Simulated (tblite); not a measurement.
Compound: C₆H₉F₃Si.
Structure used (GFN2-xTB), in Å, numbered top down from 1:
```xyz
19
C6H9F3Si angstrom
C      0.0675    2.5244   -0.1402
C      0.0037    1.3300   -0.1352
C     -0.0685   -0.1190   -0.0711
C      1.1799   -0.6820    0.6164
Si     2.7874   -0.3459   -0.3536
C     -1.3391   -0.5486    0.6872
C     -2.6103   -0.2371   -0.0752
F     -3.6861   -0.7699    0.5363
F     -2.6012   -0.7432   -1.3194
F     -2.8638    1.0712   -0.1975
H      0.1171    3.5716   -0.1688
H     -0.1232   -0.5121   -1.0938
H      1.0529   -1.7596    0.7391
H      1.2505   -0.2585    1.6199
H      2.6600   -0.9587   -1.6780
H      3.8846   -0.9741    0.3840
H      3.0071    1.0923   -0.4746
H     -1.3276   -1.6287    0.8523
H     -1.4007   -0.0429    1.6532
```

Computed values, GFN2-xTB/tblite, gas phase, harmonic and unscaled. Against measured fundamentals such values can be off by several per cent, at times by over 20. Modes of hydrogen on silicon can be 10 to 20 % off. One conformer, not necessarily the lowest.

Harmonic wavenumbers (cm⁻¹): 25.9, 49.9, 79.1, 99.4, 117.6, 147.0, 201.0, 225.2, 253.5, 322.0, 351.0, 458.5, 464.3, 475.9, 510.5, 520.1, 558.0, 598.7, 664.4, 676.2, 749.8, 769.3, 781.4, 789.4, 792.4, 835.4, 858.2, 952.9, 1034.9, 1041.3, 1068.4, 1105.3, 1140.9, 1184.9, 1196.2, 1232.9, 1295.3, 1319.2, 1322.9, 1437.5, 1476.9, 2257.8, 2268.2, 2294.2, 2303.3, 2917.1, 2970.3, 2984.9, 2988.1, 2996.0, 3400.4.

A = 2114, B = 565.0, C = 501.3 MHz; mass 166.043 u (most abundant isotopes); point group C1, symmetry number 1.

Q: What is the zero-point energy?

A: Half the sum of the wavenumbers: 28282 cm⁻¹ = 80.86 kcal/mol.

Q: Entropy at 500 K, 1 bar (ideal gas, RRHO, classical rotation)?

A: Translation 43.82, rotation 32.20, vibration 64.32: S = 140.3 cal/(mol K).

Q: And Cp and H(500 K) − H(0)?

A: Cp = 64.90 cal/(mol K), of which vibrations give 56.96 (their classical limit is 51 R = 101.3); H(500 K) − H(0) = 19.71 kcal/mol without the zero-point energy, 15.74 from vibrations.

Q: How do the functions run with temperature in this model?

A: 
```tsv
T (K)	S (cal/(mol K))	Cp (cal/(mol K))	H − H(0) (kcal/mol)	G − H(0) (kcal/mol)	ln q(vib)
150	86.6	28.3	2.79	-10.20	4.79
250	104.0	40.7	6.24	-19.75	8.27
298.15	111.6	46.4	8.34	-24.94	9.91
400	126.8	56.8	13.61	-37.10	13.30
600	152.8	71.3	26.53	-65.13	19.63
900	184.4	84.3	50.06	-115.89	28.19
```

q(vib) and H(0) count from the zero-point level.

Q: Which modes carry the vibrational entropy at 500 K?

A: 25.9 cm⁻¹: 7.15; 49.9 cm⁻¹: 5.85; 79.1 cm⁻¹: 4.93; 99.4 cm⁻¹: 4.48; 117.6 cm⁻¹: 4.15; 147.0 cm⁻¹: 3.71 cal/(mol K); the other 45 give 34.05 together.

Q: What must be added to the electronic energy to get the Gibbs energy at 500 K and 1 bar?

A: ZPE + [H(500 K) − H(0)] − T·S = 80.86 + 19.71 − 70.17 = 30.40 kcal/mol.

Hindered rotation and anharmonicity are outside this model. Other conformers, if any are populated, would add a mixing term that is left out. The structure is chiral; the term R ln 2 for an equal mix with its mirror image is left out.

The run took 1.4 s of wall time on one thread of an Arm Neoverse N1, on a shared host. The figure is for the frequency step alone.
